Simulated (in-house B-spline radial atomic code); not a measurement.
# Ionising Re VII (Re6+) with different functionals

Computed with a radial B-spline atomic code at the basis-set limit: four-component Dirac-Coulomb Hamiltonian, Fermi nucleus of rms radius 5.3698 fm, spin-restricted, spherical fractional occupations for the functionals. The ionisation energy is the difference of two self-consistent energies, [Xe] 4f14 5d1 → [Xe] 4f14, without Breit or QED terms; ε is the level of the shell that loses the electron (mean over j). The electron is taken from both j subshells in proportion to 2j + 1, so the result is a j average, not the step between ground levels.

Hybrids are left out here: with spherical fractional occupations of an open shell their exact exchange keeps a self-interaction that integer-occupation calculations don't have.

```json
{"method": "LDA VWN5", "rung": "LDA", "ΔSCF (eV)": "81.97", "-ε(5d) (eV)": "74.41"}
{"method": "relativistic LDA", "rung": "LDA", "ΔSCF (eV)": "81.98", "-ε(5d) (eV)": "74.42"}
{"method": "LDA PW92", "rung": "LDA", "ΔSCF (eV)": "81.96", "-ε(5d) (eV)": "74.40"}
{"method": "LDA exchange-only", "rung": "LDA", "ΔSCF (eV)": "80.29", "-ε(5d) (eV)": "72.74"}
{"method": "PBE", "rung": "GGA", "ΔSCF (eV)": "81.60", "-ε(5d) (eV)": "74.04"}
{"method": "PBEsol", "rung": "GGA", "ΔSCF (eV)": "81.61", "-ε(5d) (eV)": "74.06"}
{"method": "BLYP", "rung": "GGA", "ΔSCF (eV)": "81.59", "-ε(5d) (eV)": "74.01"}
{"method": "RPBE", "rung": "GGA", "ΔSCF (eV)": "81.52", "-ε(5d) (eV)": "73.95"}
{"method": "PW91", "rung": "GGA", "ΔSCF (eV)": "81.73", "-ε(5d) (eV)": "74.16"}
{"method": "BP86", "rung": "GGA", "ΔSCF (eV)": "81.63", "-ε(5d) (eV)": "74.09"}
{"method": "AM05", "rung": "GGA", "ΔSCF (eV)": "81.62", "-ε(5d) (eV)": "74.06"}
{"method": "OLYP", "rung": "GGA", "ΔSCF (eV)": "81.80", "-ε(5d) (eV)": "74.19"}
```

Question: How do they compare with the NIST value?

Answer: NIST lists 82.71 eV ± 0.05 (semi-empirical, ground level to ground level). Errors run from -2.42 to -0.73 eV. The correlated functionals all miss on the same side by more than they spread, so the cause is common to them (Breit-QED terms, spin polarisation, the choice among j levels, multiplet and fine-structure energies, or a listed next ion that isn't the cheapest removal here) and closeness doesn't rank the functionals.
